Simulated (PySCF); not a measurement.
hexafluorodisilane (F6Si2), SMILES [Si](F)(F)(F)[Si](F)(F)F.

Coordinates come from a PBE-D3(BJ)/def2-SVP optimisation. One conformer was computed; it need not be the lowest.

These are PySCF with r2SCAN/def2-TZVP values and carry that method's errors.

Isolated molecule, no solvent.

Estimate the frontier levels, gap, dipole moment and polarisability. (The exact figures need the calculation; the answer reports its results.)


| Item | Result |
|---|---|
| highest occupied level | -9.48 eV |
| lowest empty level | -1.82 eV |
| orbital gap | 7.65 eV |
| dipole moment | 0.00 D |
| quadrupole, principal values (traceless, Buckingham form, about the centre of nuclear charge) | -0.33, 0.16, 0.16 D·Å |
| mean static polarisability | 43.7 bohr³ (6.47 Å³) |
| polarisability, principal values | 41.7, 41.7, 47.7 bohr³ |
